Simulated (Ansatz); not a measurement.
CH7BSi2 can be A, `[SiH3][SiH]1BC1`, or B, `CB1[SiH2][SiH2]1`.

Gas-phase electronic energies from Ansatz, PBE0-D4/def2-TZVP geometries. CCSD(T)/CBS adds triple-zeta CCSD(T) − MP2 to the extrapolated MP2 energy (def2 sets, frozen cores). DFT in def2-TZVPP. B3LYP here is the variant with VWN-RPA as its local correlation; programs differ in this.

(1) Which is lower in electronic energy at CCSD(T)/CBS, and by how much? (An estimate is asked.)

(2) Give E(B) − E(A) in kcal/mol with BLYP-D4, MP2/def2-TZVPP, CCSD(T)/def2-TZVPP, B3LYP-D4, B2PLYP, LDA (SPW92), ωB97M-V. (Best estimate.)

(3) Does the order hold for the free energy at 298.15 K (harmonic terms from PBE0-D4)? (Estimate.)

Largest T1 diagnostic: 0.015.

Answers

(1) The calculation gave: B, by 2.3 kcal/mol.

(2) Ansatz gave: BLYP-D4 -3.0, MP2/def2-TZVPP -2.9, CCSD(T)/def2-TZVPP -2.8, B3LYP-D4 -2.2, B2PLYP -2.2, LDA (SPW92) -6.2, ωB97M-V -1.5. None reverses the order clearly.

(3) Ansatz gave: Yes: G(B) − G(A) = -1.1 kcal/mol.

From PBE to PBE0 (25 % exact exchange), in def2-TZVPP and without D4, E(B) − E(A) moves by +1.1 kcal/mol. Leaving LDA and LC-ωPBE aside and taking each functional with its dispersion term where it has one, the values, not all of them listed here, spread over 4.6 kcal/mol, from PBE-D4 to ωB97X-V. LDA lies −1.5 kcal/mol from PBE without D4.
